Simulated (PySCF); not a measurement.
C₂H₆BN, singlet (PBE0/def2-SVP optimised geometry):

```
10

B      0.344    -2.063     0.000
H     -0.130    -2.546    -1.019
H      1.568    -2.063     0.000
H     -0.130    -2.546     1.019
C     -0.787     1.908     0.000
C     -0.390     0.517     0.000
N     -0.075    -0.590     0.000
H     -1.568     2.077    -0.756
H      0.078     2.546    -0.233
H     -1.181     2.188     0.988
```

Method: PBE0/def2-TZVP (PySCF).

Task: What are the frontier orbital energies and the dipole moment?

Result: HOMO-2 -10.68 eV, HOMO-1 -7.63 eV, HOMO -7.63 eV, LUMO -0.43 eV, LUMO+1 -0.43 eV; dipole moment 7.32 D.

On the same geometry PBE/def2-TZVP in PySCF 2.14.0 gives HOMO-2 -9.10 eV, HOMO-1 -6.42 eV, HOMO -6.42 eV, LUMO -1.43 eV, LUMO+1 -1.43 eV; dipole moment 6.91 D.

Meta-Löwdin charges at PBE0/def2-TZVP: B1 -0.44, H2 0.01, H3 0.01, H4 0.01, C5 -0.36, C6 0.18, N7 0.09, H8 0.17, H9 0.17, H10 0.17.
